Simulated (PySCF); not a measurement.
Vertical excitations of a molecule C2H4ClNSi from TDDFT-PBE/def2-SVPD (PySCF), as energy in eV (oscillator strength): 6.49 (0.002), 6.87 (0.007), 6.96 (0.001), 6.98 (0.006), 7.12 (0.022), 7.20 (0.007), 7.23 (0.006), 7.28 (0.003), 7.31 (0.011), 7.36 (0.044). Lowest triplet (TDA): 6.08 eV. Coordinates come from a r2SCAN-D4/def2-SVP optimisation. One conformer was computed; it need not be the lowest.

Pick the molecule that these values belong to.
(A) N#CC[SiH2]Cl
(B) C#C[Si@@H](N)Cl
(C) Cl[Si@H]1C=NC1

A, N#CC[SiH2]Cl
